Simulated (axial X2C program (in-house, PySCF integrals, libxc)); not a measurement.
**CrSi⁺: from Re and ωe to a spectrum**

A bond curve at the PBE0 level, with spin–orbit coupling, was computed with an axial X2C code built on PySCF integrals (basis Cr dyall-cv3z [9s10p6d3f2g], Si dyall-v3z [8s7p2d1f] (cores contracted in-house)) for the state Ω = 5/2 (⟨Sz⟩ = 2.50, ⟨Lz⟩ = 0.00 at PBE0). Its fit gives Re = 2.4776 Å, ωe = 310.1 cm⁻¹, ωexe = 1.5 cm⁻¹ and αe = 9.478e-04 cm⁻¹; the masses are 51.9405 and 27.9769 u. Two-component means X2C with spin–orbit coupling and atomic mean-field Coulomb and Gaunt terms.

(1) Find the reduced mass, Be and the force constant.

(2) Estimate the centrifugal constant by the Kratzer relation.

(3) Estimate De from a Morse curve and compare with the computed well depth of 1.626 eV to Cr+ + Si.

(4) Where do the fundamental and the first overtone lie?

(5) A Morse curve ties αe to the other constants (Pekeris). How well does that hold?

The state is one determinant whose occupation by symmetry is held fixed; it was picked as the lowest of a PBE0 search that is not exhaustive. De is counted from the lowest determinant-based energies of the atoms at the same level, without counterpoise correction. Density functionals use the spin component along the axis (collinear). The 2c atoms are single determinants rather than J levels; their spin–orbit lowering is only partly caught, and De is too large by that part. This holds for PBE0. PBE0 can misorder states that lie within some tenths of an eV, so this need not be the ground state of the molecule. The nearest other 2c determinant of the search, Ω = 9/2, lies 0.15 eV up at the distance of the search. Without a current term, density functionals place determinants with orbital angular momentum somewhat too high. With several unpaired electrons one determinant need not be a pure state. This is the top spin component of a Σ state; components of lower Ω are not single determinants and can lie lower.

Results:

(1) From the PBE0 values: μ = 18.1830 u. Be = 16.8576/(μ Re²) = 0.151 cm⁻¹. k = 5.8918×10⁻⁷ μ ωe² = 1.03 mdyn/Å.

(2) D = 4Be³/ωe² = 1.43e-07 cm⁻¹.

(3) De(Morse) = ωe²/(4ωexe) = 1.987 eV against 1.626 eV computed, a ratio of 1.22. The extrapolation overshoots: the well softens faster than a Morse curve, or the lowest atomic limit lies below the one to which the curve heads.

(4) ν(1←0) = ωe − 2ωexe = 307.1 cm⁻¹; ν(2←0) = 2ωe − 6ωexe = 611.2 cm⁻¹.

(5) αe(Morse) = 6Be²/ωe × (√(ωexe/Be) − 1) = 9.496e-04 cm⁻¹; the PBE0 curve gives 9.478e-04 cm⁻¹, a ratio of 1.00.
